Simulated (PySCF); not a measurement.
NICS in rings of unrelated molecules.

Probes without a nucleus sit at each ring's centroid and 1 Å off its mean plane on both sides; NICS is minus the shielding there, NICSzz its component along the normal. Level: GIAO PBE0/pcSseg-1 (PySCF, non-relativistic, gas phase) on the PBE0-D3(BJ)/def2-SVP geometries, one conformer each. Atom numbers follow the mapped SMILES.

Problem. Order these rings by mean NICS(1)zz, lowest (most negative) first (ppm).
A. ring C1–C2–C3–N8–C9 in `[CH:1]1=[CH:2][C@@H:3]([CH:4]2[CH2:5][CH2:6][CH2:7]2)[NH:8][CH2:9]1`
B. ring C3–C4–C5–C6–C7–C9 in `[CH2:1]=[N:2][C@@H:3]1[CH2:4][CH2:5][CH2:6][C:7](=[CH2:8])[CH2:9]1`
C. ring C3–N4–C5–S6–N7 in `[N:1]#[C:2][c:3]1[n:4][cH:5][s:6][n:7]1`
D. ring C4–C5–C6–O7–C8 in `[CH2:1]=[C:2]([CH3:3])[c:4]1[cH:5][cH:6][o:7][cH:8]1`
E. ring C5–C6–C7–C8 in `[CH:1]1=[CH:2][CH2:3][N:4]([CH:5]2[CH2:6][CH2:7][CH2:8]2)[CH2:9]1`
F. ring C4–C5–C6–O7–C8 in `[CH2:1]=[CH:2][CH2:3][c:4]1[cH:5][cH:6][o:7][cH:8]1`

Solution. C (-32.3), F (-26.2), D (-24.4), A (-5.1), B (2.0), E (3.2).

| SMILES | ring | NICS(0) | NICS(1) | NICS(1)zz | HOMA | rms pucker (Å) | ring atoms with four or more neighbours |
| --- | --- | --- | --- | --- | --- | --- | --- |
| N#Cc1ncsn1 | 5-membered ring with 2 N and S; formal bonds all aromatic | -14.7 | -13.2 | -32.3 | – | 0.00 | 0 |
| C=CCc1ccoc1 | 5-membered ring with O; formal bonds all aromatic | -12.0 | -10.3 | -26.2 | 0.38 | 0.00 | 0 |
| C=C(C)c1ccoc1 | 5-membered ring with O; formal bonds all aromatic | -11.2 | -9.8 | -24.4 | 0.37 | 0.00 | 0 |
| C1=C[C@@H](C2CCC2)NC1 | 5-membered ring with N; formal bonds 1 double, 4 single | -3.8 | -3.1 | -5.1 | – | 0.03 | 2 |
| C=N[C@@H]1CCCC(=C)C1 | 6-membered carbocycle; formal bonds all single | -2.2 | -2.4 | 2.0 | – | 0.23 | 5 |
| C1=CCN(C2CCC2)C1 | 4-membered carbocycle; formal bonds all single | -2.9 | -2.0 | 3.2 | – | 0.13 | 4 |

NICS(0) gives another order. The isotropic NICS(1) gives the same order. HOMA uses Krygowski's 1993 parameters; it is left out where a ring has a four-coordinate atom, a triple bond, no multiple bond or a kind of bond without parameters. NICS(1) and NICS(1)zz are means over the two faces.
